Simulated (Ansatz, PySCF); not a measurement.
C4H8Au2S2, SMILES [Au][S]CCCC[S][Au], multiplicity 1.

The structure is a stationary point at PBE-D3(BJ)/def2-SVP. The spin state was assumed, not searched. The def2 effective core potentials stand for the cores of Au; spin–orbit coupling is left out. One conformer was computed; it need not be the lowest.

Vertical ionisation energy (IE) and electron affinity (EA) in eV. Rows of orbital energies are one-electron estimates. Where ΔSCF, EOM or ADC give a negative EA the extra electron is unbound and the value depends on the basis.

| level | IE | EA |
|---|---|---|
| −ε(HOMO), −ε(LUMO), HF/def2-SVP (PySCF) | 8.53 | -0.01 |
| −ε(HOMO), −ε(LUMO), PBE/def2-SVP (PySCF) | … | … |
| ΔSCF, PBE0/def2-SVPD (Ansatz), final states of multiplicity 2 and 2 | 7.67 | 1.88 |
| ΔSCF, PBE/def2-SVPD (Ansatz), final states of multiplicity 2 and 2 | 7.29 | 2.21 |

**Question.** What belongs in the gaps? (The exact figures need the calculation; the answer reports its results.)

**Answer.** 
- −ε(HOMO), −ε(LUMO), PBE/def2-SVP (PySCF), IE: 5.18
- −ε(HOMO), −ε(LUMO), PBE/def2-SVP (PySCF), EA: 3.83

**Question.** What vertical singlet–triplet gap does ΔSCF give with PBE0/def2-SVPD (Ansatz, a first-principles code) and with PBE/def2-SVPD (Ansatz)? (Estimate from the structure and the level; the computed values follow.)

**Answer.** 1.60 and 1.41 eV (triplet above singlet where positive).
